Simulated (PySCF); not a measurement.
Species: 1,1,2-trifluorobuta-1,3-diene, C4H3F3.
Cartesian coordinates in Å at the GFN2-xTB level; atoms count from 1:
```xyz
10
C4H3F3 angstrom
C      1.7817    0.5046    0.5235
C      0.6397   -0.1590    0.6653
C     -0.5519    0.1480   -0.0983
F     -0.4774    1.1572   -0.9871
C     -1.7165   -0.4970    0.0170
F     -2.8206   -0.2395   -0.6646
F     -1.9057   -1.5065    0.8588
H      2.6506    0.2548    1.1047
H      1.8770    1.3159   -0.1784
H      0.5320   -0.9739    1.3654
```

The closed-shell ground state was solved at several levels (PySCF, density fitting, gas phase, non-relativistic).

```json
{"level": "PBE0/pcSseg-1", "basis functions": "134", "HOMO (eV)": "-6.98", "LUMO (eV)": "-1.08", "gap (eV)": "5.90", "dipole (D)": "1.51"}
{"level": "B3LYP/pcJ-1", "basis functions": "219", "HOMO (eV)": "-6.77", "LUMO (eV)": "-1.29", "gap (eV)": "5.48", "dipole (D)": "1.53"}
```

**Question.** What might CAM-B3LYP/def2-SVPD (173 basis functions) give for the same quantities?

**Answer.** HOMO -8.38 eV, LUMO -0.12 eV, gap 8.26 eV, dipole 1.73 D.

**Question.** Over all these levels, which gives the widest orbital gap and which the narrowest?

**Answer.** CAM-B3LYP/def2-SVPD (range-separated hybrid) has the widest, 8.26 eV, and B3LYP/pcJ-1 (global hybrid, 20 % exact exchange) the narrowest, 5.48 eV. Functional and basis both differ between the two, so the spread mixes both effects.

**Question.** How far do the dipole and the HOMO energy spread over the levels?

**Answer.** The dipole runs from 1.51 to 1.73 D (mean 1.59 D) and the HOMO from -8.38 to -6.77 eV.

One conformer stands for the species.
